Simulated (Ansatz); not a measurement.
Consider the substitution at a C–B bond: `BCB[SiH2]F` + `N#CO` → `BCOC#N` + `B[SiH2]F`.

Gas-phase electronic energies from Ansatz, PBE0-D4/def2-TZVP geometries. CCSD(T)/CBS is the MP2 limit (def2-TZVPP, def2-QZVPP) plus CCSD(T) − MP2 in def2-TZVPP, frozen cores. This one scheme is used for every species. DFT in def2-TZVPP. One conformer a species, not always the lowest.

| species | ωB97X-V energy (Eh) |
| --- | --- |
| `BCB[SiH2]F` | -481.35208 |
| `N#CO` | -168.65434 |
| `BCOC#N` | -233.38793 |
| `B[SiH2]F` | -416.58085 |

Task: Work out ΔE.

Result: ΔE = (-233.38793) + (-416.58085) − (-481.35208) − (-168.65434) = 0.03764 Eh = +23.6 kcal/mol. CCSD(T)/CBS gives +25.5 kcal/mol.

Largest T1 diagnostic among the species: 0.014.

Leaving LDA and LC-ωPBE aside and taking each functional with its dispersion term where it has one, the values, not all of them listed here, spread over 3.9 kcal/mol, from BHLYP-D4 to PBE-D4. LDA lies +2.3 kcal/mol from PBE without D4. In def2-TZVPP, CCSD(T) changes the Hartree–Fock value by +6.2 kcal/mol (the triples alone add +0.7 kcal/mol) and MP2 by +7.8 kcal/mol.
